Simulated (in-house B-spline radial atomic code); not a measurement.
## Ionising As+ with different functionals

Computed with a radial B-spline atomic code at the basis-set limit: scalar-relativistic (spin-free X2C) Hamiltonian, Fermi nucleus of rms radius 4.0968 fm, spin-polarised at highest spin, spherical fractional occupations for the functionals, the average over the highest-spin determinants for Hartree-Fock. The ionisation energy is the difference of two self-consistent energies, [Ar] 3d10 4s2 4p2 → [Ar] 3d10 4s2 4p1, without Breit or QED terms; ε is the level of the shell that loses the electron (its least bound occupied spin orbital). There is no spin-orbit coupling in this Hamiltonian.

Hybrids are left out here: with spherical fractional occupations of an open shell their exact exchange keeps a self-interaction that integer-occupation calculations don't have.

```tsv
method	rung	ΔSCF (eV)	-ε(4p) (eV)
Hartree-Fock	Hartree-Fock	17.99	18.34
LDA VWN5	LDA	18.70	14.16
LDA PW92	LDA	18.69	14.15
LDA exchange-only	LDA	17.70	13.24
PBE	GGA	18.57	14.08
PBEsol	GGA	18.59	14.08
BLYP	GGA	18.38	13.82
RPBE	GGA	18.54	14.06
PW91	GGA	18.64	14.13
BP86	GGA	18.68	14.15
AM05	GGA	18.55	14.04
OLYP	GGA	18.45	13.95
TPSS	meta-GGA	18.64	14.17
SCAN	meta-GGA	18.84	14.42
r2SCAN	meta-GGA	18.85	14.43
revTPSS	meta-GGA	18.65	14.19
```

Problem. How do they compare with the NIST value?

Solution. NIST lists 18.589 eV ± 0.001 (measured, ground level to ground level). Errors run from -0.88 to +0.27 eV; PBEsol is closest (+0.00 eV), but part of that can be cancellation, since the calculations leave out spin-orbit coupling, Breit-QED terms, multiplet and fine-structure energies. Hartree-Fock also lacks correlation.
